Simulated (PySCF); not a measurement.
CdSe, SMILES [Se]=[Cd]. Geometry optimised at B3LYP-D3(BJ)/def2-TZVP. The def2 effective core potentials stand for the cores of Cd; spin–orbit coupling is left out.

Computed equilibrium geometry at B3LYP-D3(BJ)/def2-TZVP (PySCF confirms it by a frequency run) as a Z-matrix, and its point group:
point group C∞v.
```
Cd
Se 1 2.3922
```
Charge 0, spin multiplicity 1.
